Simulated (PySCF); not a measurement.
C5H11N2, doublet, geometry from GFN2-xTB, with bond 9-1 at 2.0 times its length. Base run: M062X/STO-3G in PySCF.

PySCF was given this input:
```python
from pyscf import gto, scf, dft

mol = gto.Mole()
mol.atom = '''
    C     2.418918    0.902792    0.446174
    C     1.310166   -0.033117    0.079044
    N     1.613082   -1.195528   -0.402530
    N     0.087446    0.434022    0.109734
    C    -1.134118   -0.277608    0.115966
    C    -2.118247    0.533190    0.973624
    C    -1.688388   -0.419686   -1.308807
    H     2.503195    0.949251    1.530591
    H     4.288634    0.175614   -0.382317
    H     2.201577    1.900456    0.076041
    H     0.856223   -1.847559   -0.568219
    H    -1.024478   -1.279701    0.570838
    H    -2.228487    1.530755    0.557790
    H    -1.745501    0.618390    1.991065
    H    -3.086249    0.039823    0.988882
    H    -2.653098   -0.920481   -1.282937
    H    -1.807697    0.563449   -1.756318
    H    -1.002942   -0.996474   -1.926096
'''
mol.basis = 'sto-3g'
mol.charge = 0
mol.spin = 1
mol.verbose = 4
mol.build()

mf = dft.UKS(mol)
mf.xc = 'm062x'
mf.kernel()
```

Variants of this job, named by their change:

| change | ΔE vs base (mEh) | SCF cycles | <S^2> | outcome |
|---|---|---|---|---|
| base | 0.000 | 26 | 0.790 | converged |
| level_shift = 1.0 (with mf.max_cycle = 100) | - | 100 | - | not converged |
| DIIS = EDIIS | - | 50 | - | not converged |
| init_guess = 1e | -21.518 | 29 | 1.503 | another SCF solution |
| conv_tol_grad = 1e-7 | 0.000 | 32 | 0.790 | converged |
| level_shift = 0.5 (with mf.max_cycle = 100) | 0.000 | 55 | 0.790 | converged |
| solver = newton | -20.077 | - | 1.486 | another SCF solution |
| damp = 0.5; diis_start_cycle = 5 | 0.000 | 21 | 0.790 | converged |
| init_guess = mod_huckel | 0.000 | 29 | 0.790 | converged |
| diis_space = 12 | 0.000 | 18 | 0.790 | converged |

A guess, shift, damping, solver or small numerical setting can't move a converged solution much, so rows marked as another SCF solution ended in a different state.

Open shells are given as the SCF converged; they aren't shown to be the lowest states, and a large step between rows can be another state.
